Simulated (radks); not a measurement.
Species: F III. Configuration: [He] 2s2 2p2.75 3s0.25 (fractional occupations, a model configuration).

Method: scalar-relativistic Kohn-Sham, PBE, spin-polarised, spherical densities, point nucleus; open shells are filled with parallel spins first; computed with a radial shooting solver on a logarithmic mesh with Libxc functionals.

Energy parts (eV):
part                     energy
total                 -2652.747
kinetic                2652.915
electron-nucleus      -6058.366
Hartree                1002.042
exchange-correlation   -249.339

Orbitals (lengths in bohr, moments of r in powers of bohr; r(max) is where P^2 peaks; r(90%) holds 90 % of the orbital's charge):
| orbital | occ. | eigenvalue (eV) | <r> | r(max) | r(90%) | <1/r> |
|---|---|---|---|---|---|---|
| 1s up | 1 | -715.0767 | 0.1765 | 0.1144 | 0.316 | 8.624 |
| 1s down | 1 | -712.3185 | 0.1759 | 0.1142 | 0.315 | 8.645 |
| 2s up | 1 | -73.3768 | 0.9007 | 0.7277 | 1.41 | 1.618 |
| 2s down | 1 | -66.4967 | 0.9248 | 0.7384 | 1.46 | 1.572 |
| 2p up | 2.75 | -54.6032 | 0.8672 | 0.6402 | 1.45 | 1.511 |
| 2p down | 0 | -47.5395 | 0.9062 | 0.6571 | 1.53 | 1.463 |
| 3s up | 0.25 | -17.3204 | 2.851 | 2.512 | 4.22 | 0.4837 |

The highest occupied level is 3s up at -17.320 eV. The configuration is held as typed, so some empty levels lie below it. The density falls to 0.001 e/bohr^3 at r = 2.95 bohr. Spin moment in Bohr magnetons: 3.
